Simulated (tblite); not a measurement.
C5H8F2SSi.
Cartesian coordinates in Å at the GFN2-xTB level; atoms count from 1:
```xyz
17
C5H8F2SSi angstrom
F     -0.7487   -0.3048   -1.8194
C     -1.3386   -0.5549   -0.5843
C     -1.8052    0.7584    0.0167
S     -0.5532    1.3732    1.1960
C      0.7721    1.6856    0.0493
C      1.6679    0.7632   -0.2560
C      1.6844   -0.6299    0.2793
Si    -0.0442   -1.3655    0.5870
F      0.0543   -2.8973    0.0476
H     -2.1926   -1.2027   -0.8096
H     -2.7086    0.6190    0.6065
H     -1.9786    1.5150   -0.7487
H      0.7894    2.6862   -0.3513
H      2.4528    1.0195   -0.9558
H      2.2564   -0.6386    1.2099
H      2.2212   -1.2743   -0.4182
H     -0.5360   -1.5399    1.9410
```

Computed values, GFN2-xTB/tblite, gas phase, harmonic and unscaled. The method is semi-empirical: single wavenumbers can be off by several per cent or more. Modes of hydrogen on silicon can be 10 to 20 % off. One conformer, not necessarily the lowest.

Harmonic wavenumbers (cm⁻¹): 68.4, 88.3, 139.4, 157.0, 174.8, 189.0, 257.8, 308.8, 356.8, 389.1, 506.6, 587.9, 590.3, 638.1, 696.9, 712.6, 738.3, 748.1, 766.5, 777.4, 803.1, 846.2, 877.9, 994.3, 1025.0, 1044.5, 1114.8, 1135.0, 1167.1, 1174.3, 1241.1, 1257.3, 1277.9, 1289.5, 1418.1, 1432.2, 1674.8, 2376.8, 2920.2, 2956.4, 2991.0, 2992.3, 3020.9, 3048.1, 3086.1.

A = 1628, B = 1078, C = 937.1 MHz; mass 166.008 u (most abundant isotopes); point group C1, symmetry number 1.

Problem. Zero-point energy?

Solution. ½Σν̃ = 26028 cm⁻¹ = 311.37 kJ/mol.

Problem. What is S at 200 K and 1 bar for an ideal gas of classical rigid rotors and harmonic oscillators?

Solution. Translation 164.31, rotation 119.11, vibration 73.17: S = 356.6 J/(mol K).

Problem. And Cp and H(200 K) − H(0)?

Solution. Cp = 120.67 J/(mol K), of which vibrations give 87.41 (their classical limit is 45 R = 374.2); H(200 K) − H(0) = 15.11 kJ/mol without the zero-point energy, 8.46 from vibrations.

Problem. Blend soft modes into free rotors: weight 1/[1 + (100 cm⁻¹/ν̃)⁴] for the oscillator and the rest for a rotor with moment μB/(μ + B), μ = h/(8π²ν), B = 10⁻⁴⁴ kg m². What vibrational entropy results?

Solution. 70.75 J/(mol K) in place of 73.17, which changes −T·S at 200 K by +0.48 kJ/mol.

Problem. How do the functions run with temperature in this model?

Solution. 
| T (K) | S (J/(mol K)) | Cp (J/(mol K)) | H − H(0) (kJ/mol) | G − H(0) (kJ/mol) | ln q(vib) |
| --- | --- | --- | --- | --- | --- |
| 100 | 289.7 | 77.4 | 5.22 | -23.75 | 1.25 |
| 300 | 414.1 | 165.6 | 29.44 | -94.78 | 6.29 |
| 500 | 516.7 | 236.9 | 70.22 | -188.12 | 11.50 |
| 800 | 642.7 | 297.8 | 151.39 | -362.79 | 18.91 |
| 1000 | 712.0 | 322.8 | 213.58 | -498.43 | 23.42 |

q(vib) and H(0) count from the zero-point level.

Problem. What must be added to the electronic energy to get the Gibbs energy at 200 K and 1 bar?

Solution. ZPE + [H(200 K) − H(0)] − T·S = 311.37 + 15.11 − 71.32 = 255.16 kJ/mol.

Problem. Which modes carry the vibrational entropy at 200 K?

Solution. 68.4 cm⁻¹: 14.29; 88.3 cm⁻¹: 12.23; 139.4 cm⁻¹: 8.63; 157.0 cm⁻¹: 7.73; 174.8 cm⁻¹: 6.94; 189.0 cm⁻¹: 6.37 J/(mol K); the other 39 give 16.98 together.

Hindered rotation and anharmonicity are outside this model. Other conformers, if any are populated, would add a mixing term that is left out. The structure is chiral; the term R ln 2 for an equal mix with its mirror image is left out.
